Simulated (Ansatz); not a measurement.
Born–Oppenheimer molecular dynamics of HfO2 (3 atoms, charge 0, multiplicity 1). It starts from a relaxed structure.

The calculation used UKS PBE-D4/def2-SVP (Ansatz 0.2.0).

| Property | Result |
| --- | --- |
| ensemble | NVT, Langevin thermostat |
| time step | 1 fs |
| steps asked | 150 |
| set temperature | 2000 K |
| friction | 0.001 /fs |
| seed | 220202 |

First frame:

```xyz
3
Properties=species:S:1:pos:R:3
O 0.648 1.271 0.380
Hf 0.367 -0.505 0.370
O -1.015 -0.766 -0.750
```

(1) How far do the bonds stretch over the last three quarters of this one trajectory? (Pairs bonded in most of those frames.)

Results:

(1) 
```tsv
bond	mean (Å)	spread (Å)	shortest	longest
O1–Hf2	1.814	0.053	1.72	1.89
Hf2–O3	1.810	0.046	1.73	1.88
```

Mean temperature of the second half: 1649 K. The mean temperature of the second half is 18 % below the set value. A run of 0.15 ps of so small a system gives no equilibrium averages.

The run took 5.4 min on 1 thread of Arm Neoverse V2 (shared host), peak memory 0.13 GiB.
